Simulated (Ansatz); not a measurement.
## CH10NPSi2: where a starting geometry ends

The starting geometry of this gas-phase singlet was optimised with GFN2-xTB; its bonds are those of `CN[SiH2]P[SiH3]`.

```csv
atom,x (Å),y (Å),z (Å)
C,-1.7992,-0.6616,1.4257
N,-2.6848,0.4801,1.4432
P,-2.3803,1.2003,-1.7788
Si,-2.4455,1.8172,0.3848
Si,-0.2408,0.6683,-2.0821
H,-0.7702,-0.3067,1.4008
H,-1.9413,-1.2563,2.3294
H,-1.9596,-1.3066,0.5526
H,-3.6402,0.1951,1.5999
H,-1.1940,2.4481,0.8223
H,-3.6078,2.6813,0.5710
H,-2.2671,2.4858,-2.2675
H,0.7000,1.5815,-1.4231
H,0.0082,0.6879,-3.5233
H,-0.0435,-0.6791,-1.5469
```

Q: Where would you expect an optimisation with B3LYP-D3(BJ)/def2-SVP to take it?

A: It keeps its bonds, and is `CN[SiH2]P[SiH3]`.

The energy falls by 0.16 eV over 20 steps:

| step | E − E(last) (eV) |
| --- | --- |
| 1 | 0.155 |
| 3 | 0.022 |
| 5 | 0.014 |
| 7 | 0.008 |
| 9 | 0.006 |
| 12 | 0.003 |
| 14 | 0.001 |
| 16 | 0.001 |
| 18 | 0.000 |
| 20 | 0.000 |

Final geometry (Å):

```xyz
15

C    -1.6233   -0.5890    1.4469
N    -2.6910    0.3767    1.2579
P    -2.4749    1.4926   -1.9334
Si   -2.5478    1.8326    0.3358
Si   -0.4153    0.5439   -2.0342
H    -0.6487   -0.0749    1.4220
H    -1.7000   -1.0833    2.4308
H    -1.5921   -1.3816    0.6738
H    -3.6218   -0.0098    1.3831
H    -1.3159    2.5495    0.7800
H    -3.7653    2.6529    0.5942
H    -2.0010    2.8124   -2.2257
H     0.5581    1.0951   -1.0427
H     0.1393    0.7350   -3.4054
H    -0.5662   -0.9168   -1.7754
```

No frequencies were run, so the end isn't proven a minimum. Run with Ansatz 0.2.0, 81 s on 2 threads of Intel(R) Xeon(R) Processor @ 2.70GHz (shared host).
